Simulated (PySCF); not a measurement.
Can point charges reproduce the dipole moment of `CCCCOC(C)=O`?

Coordinates (GFN2-xTB, Å) and charges (e) from the PBE0/pcSseg-1 density (PySCF):

```
atom       x       y       z  Mulliken      IAO  Hirshfeld  ESP-fitted
  C1  -2.854  -0.222   0.255   -0.2851  -0.4199    -0.1160     -0.2540
  C2  -2.104   0.972  -0.325   -0.2757  -0.2484    -0.0613     +0.0446
  C3  -0.600   0.919  -0.063   -0.2689  -0.2659    -0.0763     -0.1274
  C4   0.080  -0.248  -0.774   +0.0670  -0.0629    +0.0051     +0.2375
  O5   1.501  -0.160  -0.661   -0.4686  -0.3445    -0.0992     -0.4734
  C6   2.059  -0.676   0.438   +0.3697  +0.5272    +0.2180     +0.8204
  C7   3.557  -0.510   0.411   -0.2406  -0.4769    -0.1232     -0.6609
  O8   1.441  -1.215   1.318   -0.4180  -0.4760    -0.2658     -0.5579
  H9  -3.927  -0.067   0.175   +0.1169  +0.1424    +0.0415     +0.0702
 H10  -2.603  -0.355   1.304   +0.1174  +0.1413    +0.0429     +0.0794
 H11  -2.604  -1.136  -0.277   +0.1122  +0.1346    +0.0392     +0.0531
 H12  -2.494   1.888   0.126   +0.1222  +0.1377    +0.0409     +0.0172
 H13  -2.285   1.030  -1.400   +0.1120  +0.1271    +0.0358     +0.0070
 H14  -0.138   1.847  -0.408   +0.1237  +0.1374    +0.0357     +0.0367
 H15  -0.417   0.827   1.010   +0.1349  +0.1424    +0.0353     +0.0714
 H16  -0.128  -0.226  -1.847   +0.1215  +0.1472    +0.0457     +0.0440
 H17  -0.246  -1.201  -0.347   +0.1327  +0.1463    +0.0357     +0.0317
 H18   3.845   0.187  -0.369   +0.1358  +0.1650    +0.0478     +0.1825
 H19   4.011  -1.480   0.221   +0.1479  +0.1740    +0.0606     +0.1920
 H20   3.899  -0.162   1.383   +0.1430  +0.1717    +0.0580     +0.1859
```

Question: What dipole does each set of charges give (1 e·Å = 4.803 D), and what does the density give?

Answer: The full density gives (0.11, 1.00, -1.44) D, 1.76 D in size; dipole vectors point from the negative to the positive end.

| scheme | μx | μy | μz | size (D) | share of the full size (%) | angle to the full dipole (°) |
| --- | --- | --- | --- | --- | --- | --- |
| Mulliken | 0.45 | 0.44 | -0.96 | 1.15 | 65 | 22 |
| IAO | 0.09 | 1.10 | -1.61 | 1.95 | 111 | 1 |
| Hirshfeld | 0.21 | 0.73 | -1.16 | 1.39 | 79 | 5 |
| ESP-fitted | 0.09 | 0.98 | -1.44 | 1.74 | 99 | 1 |

Question: Which set comes closest?

Answer: Length of the difference vector: ESP-fitted 0.03 D, IAO 0.19 D, Hirshfeld 0.40 D, Mulliken 0.81 D. Closest: ESP-fitted. ESP charges are fitted to the potential around the molecule, whose slowest-falling term is the dipole's. The schemes that divide the density aren't constrained to reproduce the dipole.

Question: What is left for the Hirshfeld atoms' own dipoles?

Answer: The Hirshfeld atoms' densities add up to the full density, so μ = Σ q r + Σ (atomic dipoles). The atomic dipoles sum to (0.11, 1.00, -1.44) − (0.21, 0.73, -1.16) = (-0.10, 0.27, -0.28) D, 0.40 D in size.

Question: With the origin at the mean of the coordinates, (0.000, 0.001, 0.009) Å, which are the largest single terms, by size, of the Hirshfeld dipole along the direction of the full one?

Answer: O8 +2.13, C6 -0.63, H16 +0.30, H10 -0.30, C1 +0.29 D; all 20 atoms together +1.38 D. The single terms depend on the origin, their sum doesn't.

Question: Give the size of the full dipole in other units.

Answer: 1.76 D = 0.691 au = 0.366 e·Å = 5.86 × 10⁻³⁰ C·m.

Geometry: GFN2-xTB, one conformer, isolated molecule.

The run behind these numbers computed NMR shieldings as well. Time: 31 s. Hardware: one thread of an Arm Neoverse V2, on a shared host.

Conformer computed: `[CH3:1][CH2:2][CH2:3][CH2:4][O:5][C:6]([CH3:7])=[O:8]`: C1–C2–C3–C4 65°, C2–C3–C4–O5 172°, C3–C4–O5–C6 85°, C4–O5–C6–C7 180°.
